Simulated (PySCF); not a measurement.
Vertical excitations of a molecule C5H8O from TDA-LC-ωPBE/def2-SVPD (PySCF), as energy in eV (oscillator strength): 7.22 (0.177), 7.57 (0.037), 7.61 (0.235), 7.86 (0.034), 8.13 (0.049), 8.57 (0.002), 8.66 (0.001), 8.97 (0.010), 9.04 (0.001), 9.20 (0.065). Lowest triplet (TDA): 4.00 eV. The structure is a stationary point at PBE0-D3(BJ)/def2-SVP. The values are those of a single conformer.

Question: Which molecule gave these data?
A) CC1=CO[C@H]1C
B) CC1=C(C)OC1
C) C=C1CCOC1
D) OC[C@@H]1C=CC1

Answer: C, C=C1CCOC1
